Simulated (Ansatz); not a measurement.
Basis-set extrapolation for `C=C[Si](F)F` radical (PBE0-D4/def2-TZVP geometry, frozen core, the Gaussian-basis code of Ansatz). Multiplicity 2, UHF reference.

```csv
,def2-TZVPP,def2-QZVPP
HF,-565.506326,-565.529177
MP2 correlation,-0.905028,-0.982791
CCSD(T) correlation,-0.965327,not run
```

Energies in hartree. Use E(X) = E(∞) + A·exp(−7.88·√X) for Hartree–Fock and E(X) = E(∞) + B·X^(−2.97) for correlation, with X = 3 and 4, and add CCSD(T) minus MP2 of the smaller set to the MP2 limit.

What is the CCSD(T) energy at the basis-set limit?

HF limit: -565.529177 + (-0.022851) × 0.13774 = -565.53232. MP2 limit: -0.982791 + (-0.077763) × 0.74074 = -1.04039. Higher-order term: -0.965327 − (-0.905028) = -0.06030. Total: -566.63301 hartree, 423.6 kJ/mol below CCSD(T)/def2-TZVPP.
